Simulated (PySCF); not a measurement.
# Computed records: CH4GeO2

All values are calculated (PySCF 2.14.0). Calculation on a computer-drawn molecule: the log of a Hartree-Fock and frozen-core CCSD(T) single point meant for a local Hartree-Fock minimum, with one planted fault or none, to be diagnosed. Offsets are logged minus clean, where the clean run is the same molecule without the fault. The reference is restricted for singlets and unrestricted otherwise, and also for a bond in bohr or an excited solution. Adding or removing an electron swaps singlet and doublet. The excited solution moves the top pair (singlet) or top alpha electron (doublet) to the lowest empty orbital. Highest occupied and lowest empty are orbital energies over both spins, largest force is the largest gradient component, triples share is (T) over the correlation energy, the T1 limit is 0.02 restricted and 0.045 unrestricted, electrons count all cores, a negative frequency is imaginary (commonest isotopes), and the dipole is about the centre of nuclear charge; on germanium a core potential holds 10 electrons, which the energies leave out, and 3d is frozen in MP2 and coupled-cluster steps.

```xyz
8
formula=CH4GeO2 meant_charge=0 meant_multiplicity=1 meant_basis=cc-pVDZ meant_basis_and_core_potential_on_germanium=cc-pVDZ-PP_ECP10MDF logged_electrons=58 logged_basis_functions=85 logged_SCF_converged=yes logged_spin_squared=2.0273 logged_highest_occupied=-6.1914 logged_lowest_empty=0.37033 logged_largest_force=0.12373 logged_T1_diagnostic=0.040995 logged_D1_diagnostic=0.26678 logged_triples_share=0.024376 logged_CC_converged=yes logged_dipole_magnitude=1.9673 logged_SCF_stable_within_its_kind=yes logged_energy_HF=-483.15137 logged_energy_CCSD(T)=-483.74976 possible_faults=no_fault,one_electron_removed,one_electron_added,multiplicity_raised_by_two,geometry_at_a_saddle_point,SCF_held_on_an_excited_solution,minimal_basis_STO-3G,one_bond_length_entered_in_bohr,all_coordinates_scaled
C      1.8978     1.3104     2.7922
O      1.3623     0.6293     1.6849
Ge     2.2152     0.2063     0.2292
O      1.5351    -0.5771    -1.0032
H      2.9536     1.5668     2.6559
H      1.3365     2.2310     2.9528
H      1.8062     0.6821     3.6782
H      3.6432     0.7101     0.3800
```

Units: logged_highest_occupied, logged_lowest_empty in eV; logged_largest_force in hartree/bohr; logged_dipole_magnitude in debye; logged_energy_HF, logged_energy_CCSD(T) in hartree.

Drawn bonds:
| atom | other atom | order |
| --- | --- | --- |
| 1 | 2 | 1 |
| 2 | 3 | 1 |
| 3 | 4 | 2 |
| 1 | 5 | 1 |
| 1 | 6 | 1 |
| 1 | 7 | 1 |
| 3 | 8 | 1 |

## Withheld values
1. Which fault was planted in the run of CH4GeO2?

Answers
1. multiplicity raised by two

Further results for CH4GeO2:

```
HF energy offset from clean run      : 67.8 kcal/mol
CCSD(T) energy offset from clean run : 105.7 kcal/mol
```
